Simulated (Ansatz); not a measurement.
`C#[C][Hf]([Cl])([Cl])[C]#C`, 9 atoms. Charge 0, multiplicity 1. Correlated methods include outer-core shells of Hf, which these sets cover unevenly. Hf: def2 effective core potential. All runs use 4 threads of an Arm Neoverse V1 on a shared host. Correlated methods freeze the cores.

Question: How many basis functions does each run have, and how long does it take in Ansatz? RHF-MP2/def2-QZVPP energy; RKS PBE0-D4/def2-SVP energy; RKS PBE-QIDH (frozen core)/def2-TZVPP energy; RKS PBE0-D4/def2-TZVP relaxation (9 steps); RKS ωB97M-V/def2-SVP energy; RKS PBE0-D4/def2-TZVP frequencies; RHF-CCSD(T)/def2-SVP energy; RHF-CCSD(T)/def2-TZVPP energy; RKS SPW92 (LDA)/def2-TZVPP energy; RKS PBE0-D4/def2-TZVPP energy; RKS ωB97M-V/def2-QZVPP energy; RKS BLYP-D4/def2-TZVPP energy. (An estimate is asked.)

Answer: The calculation gave: Other jobs shared the machine, so times are rough.

```json
{"level": "RKS PBE0-D4/def2-SVP", "job": "energy", "functions": "134", "wall time": "2.7 s", "peak host memory (GiB)": "0.53"}
{"level": "RKS SPW92 (LDA)/def2-TZVPP", "job": "energy", "functions": "292", "wall time": "3.2 s", "peak host memory (GiB)": "0.46"}
{"level": "RKS BLYP-D4/def2-TZVPP", "job": "energy", "functions": "292", "wall time": "6 s", "peak host memory (GiB)": "0.47"}
{"level": "RKS PBE0-D4/def2-TZVPP", "job": "energy", "functions": "292", "wall time": "7.5 s", "peak host memory (GiB)": "1"}
{"level": "RKS ωB97M-V/def2-SVP", "job": "energy", "functions": "134", "wall time": "12 s", "peak host memory (GiB)": "0.55"}
{"level": "RKS PBE-QIDH (frozen core)/def2-TZVPP", "job": "energy", "functions": "292", "wall time": "13 s", "peak host memory (GiB)": "0.9"}
{"level": "RHF-CCSD(T)/def2-SVP", "job": "energy", "functions": "134", "wall time": "29 s", "peak host memory (GiB)": "0.98"}
{"level": "RHF-MP2/def2-QZVPP", "job": "energy", "functions": "509", "wall time": "39 s", "peak host memory (GiB)": "3.1"}
{"level": "RKS ωB97M-V/def2-QZVPP", "job": "energy", "functions": "509", "wall time": "41 s", "peak host memory (GiB)": "2.8"}
{"level": "RKS PBE0-D4/def2-TZVP", "job": "relaxation (9 steps)", "functions": "250", "wall time": "80 s", "peak host memory (GiB)": "0.88"}
{"level": "RKS PBE0-D4/def2-TZVP", "job": "frequencies", "functions": "250", "wall time": "5.4 min", "peak host memory (GiB)": "0.87"}
{"level": "RHF-CCSD(T)/def2-TZVPP", "job": "energy", "functions": "292", "wall time": "13 min", "peak host memory (GiB)": "9.6"}
```
